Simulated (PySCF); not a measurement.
One of the candidates below gave these computed data.

| technique | computed result |
| --- | --- |
| 13C NMR | chemical shifts (computed TMS as zero) by class: 231.5 (1 C), 214.9 (1 C), 189.0 (1 C), 47.9 (1 C), 33.9 (2 C), 31.8 (1 C) ppm [GIAO PBE0/pcSseg-1] |
| Rotational structure | rotational constants A, B, C: 1.470, 0.617, 0.480 GHz [GFN2-xTB] |
| NMR, other nuclei | isotropic shieldings of nuclei other than C and H, by class: 52 (1 P), 63 (1 P), 63 (1 P) ppm [GIAO PBE0/pcSseg-1] |
| 1H NMR | chemical shifts (computed TMS as zero) by class: 10.92 (1 H), 3.70 (1 H), 3.49 (3 H), 1.76 (6 H) ppm [GIAO PBE0/pcSseg-1] |
| Dipole | 0.81 D [PBE0/pcSseg-1] |

Electronic properties: PySCF, gas phase, density fitting. Levels stand in brackets. Isolated species at its GFN2-xTB geometry (one conformer only). GFN2-xTB frequencies show an imaginary mode (21i cm⁻¹), so this geometry is no minimum at that level. NMR classes are plain means over equivalent atoms (diastereotopic ones count apart unless rotation or inversion swaps them), as if these changed places fast.

Task: Which candidate is it?
A. `Cc1cc2ccccc2[pH]1`
B. `Cc1pcpc(C(C)C)p1`
C. `C#Cc1pcc(C)cc1C`
D. `CC(C)(C)c1pcpcp1`

Result: B. It is `Cc1pcpc(C(C)C)p1`. Numbering: `[CH3:1][c:2]1[p:3][cH:4][p:5][c:6]([CH:7]([CH3:8])[CH3:9])[p:10]1`. 7 carbons fall into 6 classes; from least to most shielded: substituted aromatic carbon [C6] (231.5 ppm), substituted aromatic carbon [C2] (214.9 ppm), aromatic CH carbon [C4] (189.0 ppm), benzylic-type carbon [C7] (47.9 ppm), methyl carbon [C8/C9] (33.9 ppm, 2 C), benzylic-type carbon [C1] (31.8 ppm). Hydrogen classes from least to most shielded: 1 H on an aromatic CH carbon, C4 (10.92 ppm), 1 H on a benzylic-type carbon, C7 (3.70 ppm), 3 H on a benzylic-type carbon, C1 (3.49 ppm), 6 H on 2 methyl carbons, C8/C9 (1.76 ppm, a mean of values up to 0.5 ppm apart in this geometry). The other shieldings belong to: 52 ppm, phosphorus bonded to 2 C [P10]; 63 ppm, phosphorus bonded to 2 C [P5]; 63 ppm, phosphorus bonded to 2 C [P3]. By its constants the optimised geometry is an asymmetric top.

The others, at the same levels:
- `CC(C)(C)c1pcpcp1` fails: it has 4 carbon classes against 6; its computed 13C shifts are 232.2 (1 C), 186.3 (2 C), 45.3 (1 C), 38.9 (3 C) ppm, 1H shifts are 10.96 (2 H), 1.83 (9 H) ppm and rotational constant A is 1.582 GHz (against 1.470 GHz).
- `Cc1cc2ccccc2[pH]1` fails: it has 9 hydrogens where the 1H data count 11; its computed 13C shifts are 155.8 (1 C), 153.9 (1 C), 147.5 (1 C), 143.5 (1 C), 135.7 (1 C), 133.1 (1 C), 129.7 (1 C), 127.9 (1 C), 21.9 (1 C) ppm, 1H shifts are 7.97 (1 H), 7.74 (1 H), 7.61 (1 H), 7.42 (1 H), 7.29 (1 H), 5.09 (1 H), 2.52 (3 H) ppm and rotational constant A is 2.772 GHz (against 1.470 GHz).
- `C#Cc1pcc(C)cc1C` fails: it has 9 hydrogens where the 1H data count 11; its computed 13C shifts are 162.1 (1 C), 154.5 (1 C), 154.2 (1 C), 147.7 (1 C), 137.4 (1 C), 101.8 (1 C), 88.7 (1 C), 28.1 (1 C), 27.8 (1 C) ppm, 1H shifts are 8.76 (1 H), 7.49 (1 H), 3.86 (1 H), 2.72 (3 H), 2.61 (3 H) ppm and rotational constant A is 2.083 GHz (against 1.470 GHz).

Each candidate is one conformer, not necessarily the lowest. Dipoles, sizes and rotational constants follow the conformer. The torsions of the flexible species, by atom-mapped SMILES:
- `[CH3:1][c:2]1[p:3][cH:4][p:5][c:6]([CH:7]([CH3:8])[CH3:9])[p:10]1`: P5–C6–C7–C8 63°
- `[CH3:1][C:2]([CH3:3])([CH3:4])[c:5]1[p:6][cH:7][p:8][cH:9][p:10]1`: C1–C2–C5–P6 -8°
